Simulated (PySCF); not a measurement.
AsBF2H2, SMILES FB(F)[AsH2]. Atoms are numbered in the order given.

```xyz
6

B      1.0272    -0.0235     0.0000
As    -1.0217     0.0624     0.0000
H     -1.1575    -0.9666     1.1178
H     -1.1575    -0.9666    -1.1178
F      1.7164    -0.0004    -1.1264
F      1.7164    -0.0004     1.1264
```

The structure is a stationary point at B3LYP-D3(BJ)/def2-SVP.

All values below come from B3LYP/pcSseg-1 in PySCF.

GIAO shieldings, no solvent; atoms alike by connectivity are averaged. δ = σ(ref) − σ: ¹¹B against BF3 (σ = 86.3 ppm); ⁷⁵As against AsH3 (σ = 1863.6 ppm); ¹H against TMS (σ = 31.68 ppm); ¹⁹F against CFCl3 (σ = 161.7 ppm), references at their B3LYP-D3(BJ)/def2-TZVP geometries, non-relativistic.

| nucleus | atoms | count | δ (ppm) |
|---|---|---|---|
| ¹¹B | B1 | 1 | 25.8 |
| ⁷⁵As | As2 | 1 | -11.6 |
| ¹H | H3, H4 | 2 | 2.61 |
| ¹⁹F | F5, F6 | 2 | -31.7 |
